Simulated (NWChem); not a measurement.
System: CH4N2SSr

Here is an NWChem input.

```
start job
memory heap 200 mb stack 900 mb global 1100 mb
geometry units angstroms noautoz
  Sr     0.163089     0.320552    -0.344067
  S      0.025697     3.089691    -0.495097
  H     -0.094195     3.284027     0.838671
  C     -0.811179    -2.317173     0.017159
  N     -0.745571    -1.813606    -1.205873
  N     -0.393459    -1.625935     1.067761
  H     -1.226980    -3.335718     0.166057
  H     -1.113464    -2.446619    -1.907077
  H     -0.514993    -2.130730     1.938412
end
basis spherical
  * library def2-svp
end
ecp
  Sr library def2-ecp
end
dft
  xc r2scan
  iterations 150
  mulliken
end
task dft energy
```

Geometry: optimised at PBE0/def2-SVP. No frequency run checked for a minimum. def2 effective core potentials on Sr; no spin-orbit coupling.

Task: Predict the main results of this run. (r2SCAN/def2-SVP with def2 effective core potentials on Sr.) Quantities: energy (Ha); highest occupied level (eV); orbital gap (eV); dipole (D).

Result: 
```
Property                      Result
---------------------------  -------
energy (Ha)                  -578.69
highest occupied level (eV)    -4.80
orbital gap (eV)                3.53
dipole (D)                      5.87
```
